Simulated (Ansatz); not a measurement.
The cluster Ge₂Te₃. The state is a singlet with charge 0. Geometry B3LYP-D4/def2-SVP; atoms count from 1.

```tsv
atom	x (Å)	y (Å)	z (Å)
Ge1	0.298	0.439	2.232
Ge2	1.063	-0.426	-1.989
Te3	-1.956	0.256	1.031
Te4	-1.471	-0.292	-1.645
Te5	2.066	0.022	0.370
```

In the def2 sets Te takes a core potential; there is no spin–orbit coupling. Another isomer (singlet) lies 0.08 eV lower at PBE0-D4/def2-TZVP; other spin states weren't run for this one.

(1) Estimate the Mulliken populations from the PBE0/def2-TZVP orbitals of Ansatz.

(2) And the Mayer bond orders between heavy atoms (over 0.3)?

## Answers

(1) 
| atom | charge (e) |
| --- | --- |
| Ge1 | 0.18 |
| Ge2 | 0.18 |
| Te3 | -0.08 |
| Te4 | -0.08 |
| Te5 | -0.20 |
Mulliken values depend strongly on the basis.

(2) Ge1–Te3 1.31 (2.56 Å); Ge1–Te5 1.16 (2.60 Å); Ge2–Te4 1.31 (2.56 Å); Ge2–Te5 1.16 (2.60 Å); Te3–Te4 1.01 (2.77 Å).
